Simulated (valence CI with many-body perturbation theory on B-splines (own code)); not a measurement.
**Hg L: key properties**

Computed by valence CI with perturbative core correlation (CI+MBPT): three valence electrons over a frozen Dirac-Fock core [Ar] 3d10, a basis of 11 s, 11 p, 10 d, 8 f, 5 g, 2 h functions for each j, with the one-electron correlation potential Σ1, the two-electron term Σ2, the three-electron term Σ3, Breit, model QED; selected CI, second order for the rest, scaled by the run's own slope (own B-spline code, finite nucleus).

The last digits are not significant, and no measured levels were compared; by estimate large intervals hold to a few tenths of a per cent, small ones and those within an open d or f shell to about a per cent.

Levels are named by their leading jj configuration (3d3/2^4 stands for four electrons in 3d with j = 3/2), which in mixed levels can hold well under half, so a name can repeat and another be missing.

Rates and lifetimes use the calculated energies. Strong lines usually hold to 10 to 20 %, long lifetimes can be off by a factor of two.

Task: What is the ground level?

Result: (4s^2 4p1/2) J=1/2, composition 100 % 4s²4p ²P°, g = 0.657.

Task: How well does LS coupling describe the low levels?

Result: Among the lowest 20 levels the leading LS term, summed over configurations, holds 66 % on average. For single configurations the figures are 65 % in LS and 97 % in jj coupling. Terms mix most in the J = 3/2 level at 3590.6 × 10³ cm⁻¹, where the leading one holds 36 %.

Task: Among levels below 8291.2 × 10³ cm⁻¹, which E1 lines absorb most strongly from the ground level?

Result: to (4s^2 4d3/2) J=3/2 at 3.737 nm, f = 0.856; to (4s 4p1/2 4p3/2) J=3/2 at 4.607 nm, f = 0.434; to (4s 4p1/2 4p3/2) J=1/2 at 4.566 nm, f = 0.393.

Task: Name the longest-lived excited levels whose lifetime is computed, and their main decay.

Result: (4s 4p3/2 4d5/2) J=9/2 at 4825.0 × 10³ cm⁻¹ lives 67.7 ns, mostly by M1 to (4s 4p1/2 4d5/2) J=7/2; (4s^2 4p3/2) J=3/2 at 1201.3 × 10³ cm⁻¹ lives 45.6 ns, mostly by M1 to (4s^2 4p1/2) J=1/2.

Task: What is the ionisation energy?

Result: 2816.2 eV; NIST lists 2815 ± 4 eV (theoretical).

Task: Where does the other parity begin?

Result: At (4s 4p1/2^2) J=1/2, 908.29 × 10³ cm⁻¹.
